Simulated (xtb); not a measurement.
GaH5OP2, SMILES [Ga]([PH2])([PH2])[OH]. All values are semi-empirical tight-binding results from xtb (GFN2-xTB unless named), good for trends rather than for accurate numbers. Geometry: GFN2-xTB. The structure was generated by enumeration; whether it is a known compound was not checked. One conformer was computed; it need not be the lowest.

Optimised geometry:

Bonded distances (Å): Ga1–O2 1.723, Ga1–P4 2.382, Ga1–P7 2.380, O2–H3 0.951, P4–H5 1.400, P4–H6 1.400, P7–H8 1.401, P7–H9 1.400. Bond angles (°): O2–Ga1–P4 111.1, O2–Ga1–P7 110.2, P4–Ga1–P7 138.7, Ga1–O2–H3 175.6, Ga1–P4–H5 88.7, Ga1–P4–H6 91.8, H5–P4–H6 91.8, Ga1–P7–H8 91.8, Ga1–P7–H9 88.7, H8–P7–H9 91.8.
Charge 0, spin multiplicity 1.

A frequency run showed that this geometry is not a minimum.

For metal compounds this method's bond lengths and energies can be far off.

| Item | Result |
|---|---|
| point group as xtb finds it | Cs |
| orbital gap | 2.75 eV |

Q: Give the atomic charges and the Wiberg bond orders between heavy atoms. (An estimate is asked for; the answer gives what the named calculation found.)

A: charges (e) Ga1 0.01, O2 -0.50, H3 0.30, P4 -0.03, H5 0.07, H6 0.05, P7 -0.02, H8 0.05, H9 0.07. Bond orders Ga1–O2 1.28, Ga1–P4 0.92, Ga1–P7 0.93, P4–P7 0.34.
